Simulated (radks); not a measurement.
Values are calculated unless marked as measured or tabulated.
Species: Sb. Configuration: [Kr] 4d10 5s2 5p3 (the NIST ground configuration). Level of theory: scalar-relativistic Kohn-Sham, r2SCAN, spin-polarised, spherical densities, finite nucleus; open shells are filled with parallel spins first (spin-orbit coupling, left out, can overturn this in heavy ions); meta-GGA in the generalised Kohn-Sham scheme; Fermi nuclear charge, rms radius 4.6802 fm; hard spherical wall at 3.5 bohr (a radial shooting solver on a logarithmic mesh with Libxc functionals).

Normalised radial functions P(r) = r R(r), r in bohr:

r         5p down    5d up
0.001882   0.0013   0.0000
0.002786   0.0026   0.0000
0.00409    0.0051   0.0001
0.006053   0.0100   0.0002
0.008958   0.0195   0.0006
0.01315    0.0363   0.0018
0.01946    0.0652   0.0050
0.0288     0.1081   0.0136
0.04229    0.1561   0.0341
0.06258    0.1813   0.0793
0.09262    0.1255   0.1600
0.136     -0.0440   0.2604
0.2012    -0.2408   0.3085
0.2978    -0.2079   0.1714
0.4373     0.1452  -0.1738
0.6471     0.4273  -0.4941
0.9577     0.1230  -0.3897
1.406     -0.5261   0.1827
2.081     -0.8658   0.8157
3.079     -0.3538   0.4689

5p down (empty): eigenvalue 11.211 eV, 3 radial nodes at r = 0.125, 0.382, 1.03 bohr, <r> = 2.03 bohr, 90 % of the charge inside 2.74 bohr. 5d up (empty): eigenvalue 27.268 eV, 2 radial nodes at r = 0.367, 1.27 bohr, <r> = 2.14 bohr, 90 % of the charge inside 2.87 bohr.
